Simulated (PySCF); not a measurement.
PySCF input file for C5H6O2, SMILES C#C[C@H](C)C(=O)O, PBE/pcSseg-1. Geometry: B3LYP-D3(BJ)/def2-SVP. Other conformers were not sampled.

```python
import numpy as np
from pyscf import gto, scf, dft
from pyscf.prop.nmr import rks as nmr

mol = gto.M(
    atom='''
    C    -0.99045428   -2.16649600   -1.09954200
    C    -0.81052229   -1.03977399   -0.69580067
    C    -0.57725466    0.33664883   -0.24764461
    C    -0.31685669    1.29744241   -1.41434284
    C     0.56846635    0.38583027    0.76977767
    O     1.57891273    1.02573308    0.63814550
    O     0.30363957   -0.36198208    1.85362565
    H    -1.15369016   -3.16789086   -1.45000327
    H    -1.47677973    0.66096585    0.30845117
    H    -0.17516040    2.32114167   -1.04057536
    H    -1.16455640    1.28167602   -2.11332639
    H     0.59374784    1.00365853   -1.95436719
    H     1.07575009   -0.29146825    2.44096675
    ''',
    basis='pcSseg-1',
    charge=0,
    spin=0,
    max_memory=1600,
    verbose=3,
)
mf = dft.RKS(mol, xc='pbe')
mf.grids.level = 3
mf.conv_tol = 1e-10
mf.max_cycle = 100
mf.kernel()
n = nmr.NMR(mf)
n.verbose = 2
n.max_cycle_cphf = 60
sigma = n.kernel()
print('atom   isotropic/ppm   span/ppm')
for i, s in enumerate(sigma):
    w = np.linalg.eigvalsh((s + s.T) / 2)
    print(f'{mol.atom_symbol(i):2s}{i + 1:3d} {w.mean():14.3f} {w[2] - w[0]:11.3f}')
```

Program output:

```
converged SCF energy = -344.102088049537
atom   isotropic/ppm   span/ppm
C   1        106.590     209.417
C   2         95.821     303.578
C   3        146.443      28.368
C   4        160.725      30.412
C   5          7.947     151.811
O   6       -102.173     597.743
O   7        106.009     285.457
H   8         29.313      14.385
H   9         27.796       7.155
H  10         29.944      10.331
H  11         30.029       9.697
H  12         29.709       7.460
H  13         25.460      12.864
```

The calculation finished and met its thresholds.
